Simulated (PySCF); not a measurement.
## WSF₄, singlet: data card

Level of theory: PBE0/[W def2-SVP with ECP60, S def2-SVP, F def2-SVP], scalar-relativistic core potentials, density fitting, no spin–orbit coupling, PySCF.

The structure is a minimum.

| Item | Value |
| --- | --- |
| Point group | C4v |
| Bond lengths | W–F 1.854 Å (×4), W–S 2.095 Å |
| Bond angles | F–W–F 86.0° (×4), F–W–F 149.4° (×2), F–W–S 105.3° (×4) |
| Highest occupied level | -9.56 eV |
| Dipole moment | 0.71 D |
| Entropy at 298.15 K and 1 bar | 350.1 J/(mol K) |
| Principal quadrupole moments (Buckingham, traceless) about the centre of mass | -3.36, -3.36, 6.73 D Å |
| Principal polarisabilities | 42.2, 42.2, 64.9 bohr³ |
| Rotational symmetry number | 4 |
| Rotational constants | 0.06939, 0.06087, 0.06087 cm⁻¹ |
| Lowest empty level | -3.91 eV |
| Enthalpy at 298.15 K above 0 K | 21.05 kJ/mol |
| Zero-point energy | 30.2 kJ/mol |
| Heat capacity Cp at 298.15 K | 103.5 J/(mol K) |
| Atomisation energy without zero-point energy | 2625 kJ/mol |

Harmonic modes (masses in u: W 183.951, S 31.972, F 18.998):
```json
{"symmetry": "b1", "ω (cm⁻¹)": "133", "IR (km/mol, summed over degenerate members)": "0.0", "μ (u)": "19.00", "type": "bend"}
{"symmetry": "e", "ω (cm⁻¹)": "210", "IR (km/mol, summed over degenerate members)": "1.0", "μ (u)": "25.81", "type": "bend"}
{"symmetry": "e", "ω (cm⁻¹)": "236", "IR (km/mol, summed over degenerate members)": "38.4", "μ (u)": "20.93", "type": "bend"}
{"symmetry": "a1", "ω (cm⁻¹)": "249", "IR (km/mol, summed over degenerate members)": "5.6", "μ (u)": "23.15", "type": "bend"}
{"symmetry": "b2", "ω (cm⁻¹)": "337", "IR (km/mol, summed over degenerate members)": "0.0", "μ (u)": "19.00", "type": "bend"}
{"symmetry": "a1", "ω (cm⁻¹)": "601", "IR (km/mol, summed over degenerate members)": "46.5", "μ (u)": "37.05", "type": "stretch"}
{"symmetry": "b1", "ω (cm⁻¹)": "662", "IR (km/mol, summed over degenerate members)": "0.0", "μ (u)": "19.00", "type": "stretch"}
{"symmetry": "e", "ω (cm⁻¹)": "718", "IR (km/mol, summed over degenerate members)": "382", "μ (u)": "22.21", "type": "stretch"}
{"symmetry": "a1", "ω (cm⁻¹)": "736", "IR (km/mol, summed over degenerate members)": "85.1", "μ (u)": "19.51", "type": "stretch"}
```

In C4v the vibrations span 2b1 + 3e + 3a1 + b2. The b1, b2 modes carry no infrared intensity, as symmetry demands.

Charges (e):
```
    atom  Mulliken  Löwdin  polar tensor  Mayer order to W1
      W1      1.38    0.16          2.85                  –
      S2     -0.14    0.29         -0.36               2.21
F3,4,5,6     -0.31   -0.11         -0.62               1.03
```

Mulliken populations on W1 (electrons outside its core potential): s 2.40, p 6.37, d 3.60, f 0.26.

Formally W is in oxidation state +6, d0. The polar-tensor charge on W, 2.85, is far below the formal one.

Stability towards spin polarisation was not tested. Only a few start shapes were tried, so a lower isomer may exist. No spin–orbit coupling is included, which matters more the heavier the element.

The final relaxation and frequency run took 2 min on 2 threads of a shared Arm Neoverse N1 host, with 106 basis functions and 13 gradients; the process peaked at 1.6 GiB.
